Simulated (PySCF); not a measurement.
## Excitation energy of Sc by level of theory

Sc [Ar] 3d1 4s2 (2D) → Sc [Ar] 4s2 5s1 (2S), as a difference of total energies. All numbers are calculated (PySCF 2.14, the non-relativistic Hamiltonian (point nucleus), in aug-cc-pVDZ). Correlated levels: valence: [Ar] frozen. The calculations carry no spin-orbit coupling.

| method | excitation energy (eV) |
| --- | --- |
| UHF | 5.511 |
| LDA | 6.608 |
| PBE | 6.639 |
| PBE0 | 6.481 |
| TPSSh | 6.702 |
| M06 | 5.934 |
| revPBE | 6.671 |
| PW91 | 6.722 |
| MP2 (valence) | 5.492 |
| SCS-MP2 (valence) | 5.477 |

A first-order spin-orbit estimate (lowest level to lowest level, LS coupling) adds 0.014 eV.

The promoted electron is Rydberg-like, and one or two diffuse shells describe it only roughly, which tends to raise the upper state.
